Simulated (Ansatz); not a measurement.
System: COs, net charge 0, triplet state. The spin state was set by rule; other spins were not relaxed. 
Structure (B3LYP-D3(BJ)/def2-TZVP (Ansatz, an electronic-structure program) minimum search):
```xyz
2

Os     0.0000     0.0000    -0.1217
C      0.0000     0.0000     1.5411
```
Charge 0, spin multiplicity 3.

Quantity: vertical electron affinity (to the doublet state of charge -1; a negative value means that the extra electron is unbound and the number depends on the basis; each state is the SCF solution reached for its spin; the UHF <S^2> is 1.79 for the doublet (pure: 0.75) and 2.88 for the triplet (pure: 2.00); for the doublet the Hartree-Fock reference is unstable and T1 is 0.106; for the triplet T1 is 0.100), in eV. Valence correlation only, unless marked. UHF or UKS for open shells. No spin-orbit coupling. Frozen are the shells of the preceding noble gas and the d and f shells that filled before the atom's block. In def2 rows, elements after Kr have scalar-relativistic effective core potentials. Anions need diffuse functions: def2-D sets add few. 

| level | program | vertical electron affinity (eV) |
|---|---|---|
| SVWN5/def2-TZVPD | Ansatz | 2.21 |
| B3LYP/def2-TZVPD | Ansatz | 1.91 |
| PBE0/def2-TZVPD | Ansatz | 1.70 |
| CAM-B3LYP/def2-TZVPD | Ansatz | 1.80 |
| wB97X-V/def2-TZVPD | Ansatz | 1.68 |
| CCSD/def2-SVPD | Ansatz | 1.54 |
| CCSD(T)/def2-SVPD | Ansatz | 1.67 |
| CCSD(T)/def2-TZVPPD | Ansatz | 1.81 |
| CCSD(T)/def2-QZVPPD | Ansatz | 1.92 |
